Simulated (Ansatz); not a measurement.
Compare A (`N[SiH2]OC[SiH3]`) with its isomer B (`CO[SiH2][SiH2]N`).

Computed with Ansatz on PBE0-D4/def2-TZVP structures; ΔE is electronic, products minus reactants. CCSD(T)/CBS adds triple-zeta CCSD(T) − MP2 to the extrapolated MP2 energy (def2 sets, frozen cores). Functionals use def2-TZVPP. B3LYP here is the variant with VWN-RPA as its local correlation; programs differ in this. One conformer a species, not always the lowest.

Task: Which isomer does CCSD(T)/CBS put lower? Give the gap. (Best estimate.)

Result: Computed: A, by 4.2 kcal/mol.

Task: Give E(B) − E(A) in kcal/mol with B3LYP-D4, B2PLYP, PBE-D4, B3LYP, HF/def2-TZVPP, PBE0-D4, ωB97M-V. (An estimate is asked.)

Result: Computed: B3LYP-D4 3.3, B2PLYP 4.6, PBE-D4 1.1, B3LYP 4.0, HF/def2-TZVPP 5.5, PBE0-D4 1.7, ωB97M-V 5.3. None reverses the order clearly.

Largest T1 diagnostic: 0.011.
